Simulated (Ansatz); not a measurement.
CH8AlNSi (`CN[SiH2][AlH2]`), relaxed with RKS PBE0-D4/def2-TZVP in Ansatz 0.2.0 from a PBE-D4/def2-SVP geometry. The force threshold is 0.005 eV/Å; the program also tests the step.

The species carries charge 0 and has multiplicity 1.

Start:

```xyz
12

C     1.271    1.126   -0.768
N     1.214    0.239    0.382
Si   -0.326   -0.164    1.139
Al   -1.968   -1.371   -0.284
H     2.315    1.453   -0.965
H     0.686    2.048   -0.558
H     0.872    0.697   -1.722
H     1.878   -0.539    0.320
H    -0.935    1.127    1.646
H     0.005   -1.013    2.347
H    -3.447   -1.750    0.232
H    -1.565   -1.854   -1.770
```

```csv
step,energy (eV),largest force (eV/Å),largest move (Å)
1,-17123.5420,0.499,0.000
2,-17123.5816,0.320,0.040
3,-17123.5865,0.095,0.020
4 (rejected),-17123.5841,0.217,0.036
5,-17123.5873,0.020,0.018
6,-17123.5876,0.011,0.019
7,-17123.5879,0.023,0.029
8,-17123.5881,0.030,0.030
9,-17123.5882,0.029,0.024
10,-17123.5883,0.024,0.009
11 (rejected),-17123.5883,0.022,0.006
12,-17123.5883,0.006,0.003
13,-17123.5883,0.003,0.005
14,-17123.5883,0.003,0.010
15 (rejected),-17123.5883,0.005,0.007
16,-17123.5884,0.001,0.004
```

End:

```xyz
12

C     1.246    1.093   -0.781
N     1.207    0.258    0.400
Si   -0.300   -0.175    1.136
Al   -1.955   -1.328   -0.303
H     2.250    1.493   -0.940
H     0.582    1.952   -0.643
H     0.935    0.582   -1.704
H     1.930   -0.445    0.411
H    -0.920    1.072    1.684
H     0.039   -1.052    2.298
H    -3.421   -1.661    0.228
H    -1.592   -1.789   -1.786
```

It took 45 s on 4 threads of an Arm Neoverse V1 on a shared host, with 0.45 GiB of host memory at the peak.
